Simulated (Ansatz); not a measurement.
CH₅N, charge +1, doublet, at a GFN2-xTB geometry (a state made from the parent by changing its charge; the spin is typed, not shown lowest); WB97X/def2-SVP (Ansatz, a quantum-chemistry and plane-wave program).

Input for Ansatz:
Ansatz 0.2 input:
```yaml
crystal:
  periodic: [false, false, false]
  atoms:
    - {symbol: C, position_ang: [-0.66978341, 0.08307129, 0.00464999]}
    - {symbol: N, position_ang: [0.68771426, -0.10645992, -0.01656633]}
    - {symbol: H, position_ang: [-1.22143766, -0.72376253, -0.47916539]}
    - {symbol: H, position_ang: [-0.95232319, 1.07024451, -0.42758532]}
    - {symbol: H, position_ang: [-1.04357184, 0.25235697, 1.04040653]}
    - {symbol: H, position_ang: [1.10558462, -0.92538143, -0.44685182]}
    - {symbol: H, position_ang: [1.31644869, 0.57333417, 0.40126043]}
basis:
  gaussian:
    orbitals: def2-SVP
hamiltonian:
  xc: {name: wB97X}
total_charge: 1
magnetization: {spin_polarized: true, initial_magnetization: 1}
```

Output, abridged:

```
Functional definition: wB97X
620 factors; their error is unknown
160 factors; integrals over basis functions are off by at most 1.2e-5 eV
mean field evaluation 1: about -2591.8671 eV, gradient 3.3e1 eV
mean field evaluation 2: about -2594.2336 eV, gradient 2.5e1 eV
mean field evaluation 4: about -2596.8107 eV, gradient 1.4e0 eV
mean field evaluation 8: about -2596.8333 eV, gradient 2.8e-2 eV
mean field evaluation 16: about -2596.8134 eV, gradient 6.2e-5 eV
mean field -2596.81341242 eV, -95.4311327232 hartree, gradient 6.2e-5 eV, S^2 0.755035; 0 other end points of the search recorded, 0 dependent functions left out
reference -2596.81339385 eV, -95.4311320405 hartree; 9, 8 occupied and 44, 45 virtual orbitals, 620 factors
Total energy: -2596.81339385 eV, -95.4311320405 hartree
```
